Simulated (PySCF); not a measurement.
A structure optimised at B3LYP-D3(BJ)/def2-SVP, used in a PySCF frequency run:

```xyz
13

C     -2.0110     1.3976     0.5229
C     -1.1992     0.1799     0.0702
N     -1.2317    -0.8565     1.1007
Si     0.6049     0.6790    -0.2092
Cl     1.6865    -1.0584    -0.6502
H     -1.6328     1.7862     1.4818
H     -3.0697     1.1226     0.6737
H     -1.9875     2.2071    -0.2244
H     -1.5976    -0.1512    -0.9163
H     -0.7034    -1.6771     0.8033
H     -2.1903    -1.1673     1.2676
H      1.1964     1.2971     1.0058
H      0.7281     1.6011    -1.3719
```
Charge 0, spin multiplicity 1.

### Question
Write its SMILES and formula.

### Answer
C[C@H](N)[SiH2]Cl, C₂H₈ClNSi

### Question
What are its rotational constants (standard atomic weights)?

### Answer
5.8893, 1.6944, 1.4002 GHz
